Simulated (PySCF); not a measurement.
Se(Cl)(SeH) (ClHSe2), SMILES Cl[Se][SeH]. Coordinates come from a r2SCAN-D4/def2-SVP optimisation. One conformer was computed; it need not be the lowest.

Computed equilibrium geometry at r2SCAN-D4/def2-SVP (PySCF confirms it by a frequency run) as Cartesian coordinates in Å (one conformer of several):
```xyz
4

Se     0.4866    -0.2741     0.7358
Cl     0.4780    -2.1061    -0.5366
Se    -0.6661     1.2990    -0.4678
H     -2.0258     0.9582     0.0100
```
Charge 0, spin multiplicity 1.
